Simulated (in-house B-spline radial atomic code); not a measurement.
Orbital energies and mean radii along the 13-electron series, configuration 1s2 2s2 2p6 3s2 3p1/2(1). The effective charge is n√(-2ε), a non-relativistic measure. Computed with an all-electron radial atomic-structure program (B-spline basis): Dirac-Hartree-Fock, jj configuration that fills j = l - 1/2 first, finite nuclei.

```json
{"ion": "Al", "Z": "13", "energy of 2p1/2 (Eh)": "-3.2323", "mean radius of 2p1/2 (bohr)": "0.59815", "energy of 2p3/2 (Eh)": "-3.2083", "mean radius of 2p3/2 (bohr)": "0.6011", "effective charge of 2p1/2": "5.0851"}
{"ion": "Si+", "Z": "14", "energy of 2p1/2 (Eh)": "-4.6323", "mean radius of 2p1/2 (bohr)": "0.53271", "energy of 2p3/2 (Eh)": "-4.5952", "mean radius of 2p3/2 (bohr)": "0.53578", "effective charge of 2p1/2": "6.0876"}
{"ion": "P2+", "Z": "15", "energy of 2p1/2 (Eh)": "-6.3121", "mean radius of 2p1/2 (bohr)": "0.48032", "energy of 2p3/2 (Eh)": "-6.2595", "mean radius of 2p3/2 (bohr)": "0.48337", "effective charge of 2p1/2": "7.1061"}
{"ion": "S3+", "Z": "16", "energy of 2p1/2 (Eh)": "?", "mean radius of 2p1/2 (bohr)": "?", "energy of 2p3/2 (Eh)": "?", "mean radius of 2p3/2 (bohr)": "?", "effective charge of 2p1/2": "?"}
{"ion": "Cl4+", "Z": "17", "energy of 2p1/2 (Eh)": "?", "mean radius of 2p1/2 (bohr)": "?", "energy of 2p3/2 (Eh)": "?", "mean radius of 2p3/2 (bohr)": "?", "effective charge of 2p1/2": "?"}
{"ion": "Ar5+", "Z": "18", "energy of 2p1/2 (Eh)": "-12.939", "mean radius of 2p1/2 (bohr)": "0.37097", "energy of 2p3/2 (Eh)": "-12.821", "mean radius of 2p3/2 (bohr)": "0.37387", "effective charge of 2p1/2": "10.174"}
{"ion": "K6+", "Z": "19", "energy of 2p1/2 (Eh)": "?", "mean radius of 2p1/2 (bohr)": "?", "energy of 2p3/2 (Eh)": "?", "mean radius of 2p3/2 (bohr)": "?", "effective charge of 2p1/2": "?"}
{"ion": "Ca7+", "Z": "20", "energy of 2p1/2 (Eh)": "-18.654", "mean radius of 2p1/2 (bohr)": "0.32199", "energy of 2p3/2 (Eh)": "-18.473", "mean radius of 2p3/2 (bohr)": "0.32488", "effective charge of 2p1/2": "12.216"}
{"ion": "Sc8+", "Z": "21", "energy of 2p1/2 (Eh)": "-21.9", "mean radius of 2p1/2 (bohr)": "0.30201", "energy of 2p3/2 (Eh)": "-21.678", "mean radius of 2p3/2 (bohr)": "0.30491", "effective charge of 2p1/2": "13.236"}
{"ion": "Ti9+", "Z": "22", "energy of 2p1/2 (Eh)": "-25.404", "mean radius of 2p1/2 (bohr)": "0.28433", "energy of 2p3/2 (Eh)": "-25.135", "mean radius of 2p3/2 (bohr)": "0.28725", "effective charge of 2p1/2": "14.256"}
{"ion": "V10+", "Z": "23", "energy of 2p1/2 (Eh)": "-29.168", "mean radius of 2p1/2 (bohr)": "0.26857", "energy of 2p3/2 (Eh)": "-28.844", "mean radius of 2p3/2 (bohr)": "0.27153", "effective charge of 2p1/2": "15.276"}
{"ion": "Cr11+", "Z": "24", "energy of 2p1/2 (Eh)": "-33.192", "mean radius of 2p1/2 (bohr)": "0.25443", "energy of 2p3/2 (Eh)": "-32.805", "mean radius of 2p3/2 (bohr)": "0.25744", "effective charge of 2p1/2": "16.295"}
```

Task: Fill in the row of S3+.

Result: energy of 2p1/2 (Eh): -8.2593; mean radius of 2p1/2 (bohr): 0.43736; energy of 2p3/2 (Eh): -8.1886; mean radius of 2p3/2 (bohr): 0.44034; effective charge of 2p1/2: 8.1286.

Task: Fill in the row of Cl4+.

Result: energy of 2p1/2 (Eh): -10.469; mean radius of 2p1/2 (bohr): 0.40145; energy of 2p3/2 (Eh): -10.377; mean radius of 2p3/2 (bohr): 0.40438; effective charge of 2p1/2: 9.1516.

Task: Fill in the row of K6+.

Result: energy of 2p1/2 (Eh): -15.667; mean radius of 2p1/2 (bohr): 0.34477; energy of 2p3/2 (Eh): -15.52; mean radius of 2p3/2 (bohr): 0.34765; effective charge of 2p1/2: 11.195.

Task: How does the screening of 2p1/2 change?

Result: Z less the effective charge goes from 7.91 at Z = 13 to 7.70 at Z = 24.
